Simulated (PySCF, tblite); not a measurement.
Isomers of C6H12OSSi, one GFN2-xTB conformer each. Single-point energies are computed at PBE0/pcSseg-1 (PySCF, gas phase, no added dispersion term), electronic only.

```csv
SMILES,GFN2-xTB relative energy (kJ/mol)
OC[C@@H]1C[C@]12C[C@H]2S[SiH3],195.2
C=C(SC)[C@@H]1[SiH2][C@@H]1OC,363.9
CC/C=C/[Si@H]1OCCS1,0.0
```

Conformers: `[OH:1][CH2:2][C@@H:3]1[CH2:4][C@:5]12[CH2:6][C@H:7]2[S:8][SiH3:9]` with H–O1–C2–C3 56°, O1–C2–C3–C4 -86°, C6–C7–S8–Si9 160°; `[CH2:1]=[C:2]([S:3][CH3:4])[C@@H:5]1[SiH2:6][C@@H:7]1[O:8][CH3:9]` with C1–C2–S3–C4 24°, C1–C2–C5–Si6 -137°, Si6–C7–O8–C9 75°; `[CH3:1][CH2:2]/[CH:3]=[CH:4]/[Si@H:5]1[O:6][CH2:7][CH2:8][S:9]1` with C1–C2–C3–C4 -120°, C3–C4–Si5–O6 -6°, C4–Si5–O6–C7 137°, Si5–O6–C7–C8 -40°, O6–C7–C8–S9 44°, C7–C8–S9–Si5 -28°.

**Question.** What does PBE0/pcSseg-1 give for the same structures?

**Answer.** 
```json
{"SMILES": "CC/C=C/[Si@H]1OCCS1", "PBE0/pcSseg-1 E (Eh)": "-998.12465", "PBE0/pcSseg-1 (kJ/mol)": "0.0", "GFN2-xTB (kJ/mol)": "0.0", "point group": "C1"}
{"SMILES": "OC[C@@H]1C[C@]12C[C@H]2S[SiH3]", "PBE0/pcSseg-1 E (Eh)": "-998.01809", "PBE0/pcSseg-1 (kJ/mol)": "279.8", "GFN2-xTB (kJ/mol)": "195.2", "point group": "C1"}
{"SMILES": "C=C(SC)[C@@H]1[SiH2][C@@H]1OC", "PBE0/pcSseg-1 E (Eh)": "-997.97625", "PBE0/pcSseg-1 (kJ/mol)": "389.6", "GFN2-xTB (kJ/mol)": "363.9", "point group": "C1"}
```

Both levels put the same isomer lowest; measured from each level's own lowest isomer, the values differ by up to 84.6 kJ/mol (OC[C@@H]1C[C@]12C[C@H]2S[SiH3]: 195.2 against 279.8). As drawn, the lowest has an Si–O bond, which the highest lacks; the highest has a three-membered ring, which the lowest lacks.

**Question.** Which frontier levels, dipoles and rotational constants go with these structures?

**Answer.** 
```
                        SMILES  HOMO (eV, PBE0/pcSseg-1)  LUMO (eV)  dipole (D)       A, B, C (MHz)
           CC/C=C/[Si@H]1OCCS1                     -6.65      -0.45        1.88  2502, 546.1, 509.0
OC[C@@H]1C[C@]12C[C@H]2S[SiH3]                     -6.78       0.22        0.55  2440, 540.1, 479.5
 C=C(SC)[C@@H]1[SiH2][C@@H]1OC                     -5.85      -0.11        1.32  1626, 917.9, 762.3
```

**Question.** What happens when harmonic zero-point energies from GFN2-xTB frequencies are added?

**Answer.** 
```csv
SMILES,ZPE (kJ/mol),electronic (kJ/mol),with ZPE (kJ/mol)
CC/C=C/[Si@H]1OCCS1,440.2,0.0,0.0
OC[C@@H]1C[C@]12C[C@H]2S[SiH3],422.7,279.8,262.3
C=C(SC)[C@@H]1[SiH2][C@@H]1OC,420.9,389.6,370.3
```

The zero-point energies span 19.3 kJ/mol. The order is unchanged.
